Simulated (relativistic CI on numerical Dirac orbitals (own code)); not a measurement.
Computed by Dirac-Coulomb-Breit CI, KLI orbitals optimised for each configuration, QED by a radiative potential, unscaled Slater integrals (own radial code, finite nucleus).

Configuration list (outside the closed core [Ar] 3d10): 4s2.4p6.4d10.4f, 4s2.4p6.4d9.4f2, 4s2.4p6.4d10.5s, 4s2.4p6.4d10.5p, 4s2.4p5.4d10.4f2, 4s2.4p6.4d10.5d, 4s.4p6.4d10.4f2, 4s2.4p6.4d9.4f.5s, 4s2.4p6.4d10.5f, 4s2.4p6.4d9.4f.5p, 4s2.4p6.4d10.6s, 4s2.4p6.4d10.5g, 4s2.4p6.4d10.6p, 4s2.4p6.4d10.6d, 4s2.4p6.4d10.6f, 4s2.4p5.4d10.4f.5s, 4s2.4p6.4d10.7s, 4s2.4p6.4d9.4f.5f, 4s2.4p6.4d10.7p, 4s.4p6.4d10.5s2, 4s2.4p6.4d10.8s, 4s2.4p6.4d9.4f.6p. Double excitations out of closed p, d and f shells are left out; levels of such configurations are missing from the list, as are those of other unlisted configurations, and high levels can miss mixing partners.

At this charge energies of transitions that change n are usually good to better than 1 %, and those within a shell (Δn = 0) to a few per cent.

Outline of the computed level scheme of W XXVIII. Lowest level of each configuration: 4s2.4p6.4d10.4f 2F°_5/2 at 0.000 eV; 4s2.4p6.4d10.5s 2S_1/2 at 138.538 eV; 4s2.4p6.4d10.5p 2P°_1/2 at 183.337 eV; 4s2.4p6.4d9.4f2 4F_3/2 at 190.636 eV.

Some strong electric-dipole decays among the lowest 45 levels: 4s2.4p6.4d9.4f2 2G_9/2 → 4s2.4p6.4d10.4f 2F°_7/2 (1.9e+10 s⁻¹); 4s2.4p6.4d9.4f2 4G_5/2 → 4s2.4p6.4d10.4f 2F°_5/2 (1.8e+10 s⁻¹); 4s2.4p6.4d10.5p 2P°_1/2 → 4s2.4p6.4d10.5s 2S_1/2 (1.5e+10 s⁻¹); 4s2.4p6.4d9.4f2 2G_7/2 → 4s2.4p6.4d10.4f 2F°_5/2 (1.1e+10 s⁻¹); 4s2.4p6.4d9.4f2 2D_3/2 → 4s2.4p6.4d10.4f 2F°_5/2 (9.1e+09 s⁻¹); 4s2.4p6.4d9.4f2 2G_9/2 → 4s2.4p6.4d10.4f 2F°_7/2 (8.0e+09 s⁻¹); 4s2.4p6.4d9.4f2 2F_5/2 → 4s2.4p6.4d10.4f 2F°_5/2 (4.7e+09 s⁻¹); 4s2.4p6.4d9.4f2 2D_5/2 → 4s2.4p6.4d10.4f 2F°_5/2 (4.4e+09 s⁻¹).

LS names give the leading component of a level, which can be under half, so a name can repeat, a term be missing and a line seem to break the LS rules.
